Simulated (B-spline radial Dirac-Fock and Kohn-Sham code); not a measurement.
**Elastic scattering of 171 eV electrons by the Nd atom**

These are calculated numbers from a radial atomic solver; the model is relativistic (Dirac) partial waves in the static field of the Dirac-Fock atom with Furness-McCarthy exchange, without polarisation or absorption potentials. Below a few hundred eV the neglected polarisation potential matters, most of all at small angles.

Input of the calculation (task.json; shells as n, l, electrons):

```json
{"items": [{
  "Z": 60,
  "q": 0,
  "cfg": [[1, 0, 2], [2, 0, 2], [2, 1, 6], [3, 0, 2], [3, 1, 6], [3, 2, 10], [4, 0, 2], [4, 1, 6], [4, 2, 10], [4, 3, 4], [5, 0, 2], [5, 1, 6], [6, 0, 2]],
  "A": 142,
  "rrms": 4.9123,
  "do": "elastic",
  "energies": [[171.0, 0]],
  "theta": [5, 10, 15, 20, 25, 30, 35, 40, 45, 50, 55, 60, 65, 70, 75, 80, 85, 90, 95, 100, 105, 110, 115, 120, 125, 130, 135, 140, 145, 150, 155, 160, 165, 170, 175]
}]}
```

Launch: `python xray2_run.py task.json out`

```
θ (°)  dσ/dΩ (a₀²/sr)  Sherman function
    5             200             0.000
   10            78.3             0.000
   15            24.7            -0.003
   20            7.03            -0.013
   25            1.79            -0.045
   30            1.06            -0.035
   35            1.71             0.009
   40            2.27             0.026
   45            2.23             0.039
   50            1.67             0.055
   55           0.915             0.083
   60           0.305             0.147
   65          0.0411             0.180
   70           0.136            -0.202
   75           0.455            -0.118
   80           0.800            -0.084
   85            1.00            -0.069
   90           0.984            -0.062
   95           0.770            -0.060
  100           0.463            -0.066
  105           0.186            -0.085
  110          0.0269            -0.174
  115          0.0103             0.206
  120          0.0942             0.051
  125           0.200             0.022
  130           0.254             0.007
  135           0.227            -0.010
  140           0.146            -0.043
  145          0.0886            -0.114
  150           0.145            -0.090
  155           0.380            -0.039
  160           0.797            -0.019
  165            1.33            -0.010
  170            1.86            -0.005
  175            2.25            -0.002
```

The total elastic cross section is 31.0 a₀², the first transport cross section 6.16 a₀² and the second, weighted with (3/2) sin²θ, 8.15 a₀². The mean deflection is ⟨1 − cos θ⟩ = 0.199, and 7.2 % of the collisions scatter beyond 90°.

On this grid of angles the cross section has minima near 30°, 65°, 115°, 145°, from interference among the few low partial waves with large phase shifts.
